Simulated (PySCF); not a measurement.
Question: Write Cartesian coordinates for `CB(C)c1cnccn1` as optimised with PBE0-D3(BJ)/def2-SVP.

Answer: 
```xyz
18
C6H9BN2 angstrom
C     -2.0170   -1.2168    0.5219
B     -1.2041   -0.0040   -0.0631
C     -1.8976    1.1203   -0.8986
C      0.3738    0.0404    0.0856
C      1.1230   -1.0395    0.5851
N      2.4493   -1.0266    0.6954
C      3.0555    0.0908    0.3138
C      2.3378    1.1854   -0.1807
N      1.0199    1.1604   -0.2996
H     -3.0829   -0.9933    0.6747
H     -1.9741   -2.0245   -0.2354
H     -1.6048   -1.6467    1.4475
H     -2.9194    1.3575   -0.5659
H     -1.2874    2.0301   -0.9838
H     -1.9983    0.7149   -1.9259
H      0.6185   -1.9578    0.9047
H      4.1477    0.1293    0.3991
H      2.8581    2.1005   -0.4872
```

Any rigid rotation of these coordinates is as good. Atoms count from 1 in this order. N6 (pyridine-type nitrogen) is bent (angle 116.1°). The 6-membered ring C4–C5–N6–C7–C8–N9 has internal angles of 116.1° to 123.6°; it is planar, 0.00 Å rms from its mean plane, widest ring torsion 1°. The 4 C–N bonds span 1.323 Å (C8–N9, aromatic) to 1.349 Å (C4–N9, aromatic), a spread of 0.026 Å. N9 (pyridine-type nitrogen) is bent (angle 117.8°).

Bonds between heavy atoms (Å): C1–B2 1.573, B2–C3 1.563, B2–C4 1.586, C4–C5 1.406, C5–N6 1.331, N6–C7 1.327, C7–C8 1.399, C8–N9 1.323, C4–N9 1.349.

Level of theory: PBE0-D3(BJ)/def2-SVP geometry optimisation, gas phase (PySCF 2.14.0).

Point group: C1 (no symmetry element, even within 0.4 Å). No frequency check.
